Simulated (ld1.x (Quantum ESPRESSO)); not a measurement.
# An all-electron radial function and its pseudo partner (tantalum (Ta))

Columns: radius, all-electron u(r) and pseudo u(r) of the 6s shell (level -5.47 eV) of tantalum in the configuration [Kr] 4d10 4f14 5s2 5p6 5d3 6s2 6p0; PBEsol, scalar-relativistic, PAW scheme, ld1.x (Quantum ESPRESSO) 7.5.

```
r (bohr)  all-electron   pseudo
   0.143        0.1228   0.2695
   0.285       -0.1174   0.4966
   0.428       -0.1423   0.6521
   0.570        0.0636   0.7162
   0.713        0.2349   0.6892
   0.855        0.2928   0.5862
   0.998        0.2550   0.4310
   1.140        0.1588   0.2540
   1.283        0.0351   0.0776
   1.425       -0.0927  -0.0793
   1.568       -0.2135  -0.2120
   1.710       -0.3189  -0.3195
   1.853       -0.4077  -0.4078
   1.995       -0.4786  -0.4786
   2.138       -0.5336  -0.5336
   2.280       -0.5736  -0.5736
   2.423       -0.6010  -0.6010
   2.565       -0.6172  -0.6172
   2.708       -0.6244  -0.6244
   2.850       -0.6238  -0.6238
   2.992       -0.6168  -0.6168
   3.135       -0.6047  -0.6047
   3.278       -0.5885  -0.5885
   3.420       -0.5693  -0.5693
   3.563       -0.5476  -0.5476
   3.705       -0.5243  -0.5243
```

(1) How many radial nodes do the two functions have?

(2) At about which radius was the pseudo-wave matched?

(3) Is the pseudo-wave norm-conserving?

Answers

(1) The all-electron 6s function has n − l − 1 = 5 (the table is too coarse to show those close to the nucleus); the pseudo-wave has 1, since 1 lower shell of the same l stays in the valence.

(2) 1.95 bohr, where the columns begin to agree (steps of 0.14 bohr).

(3) No, it belongs to a PAW set: the norm inside the radius is not constrained, and the difference is carried by the augmentation charge.
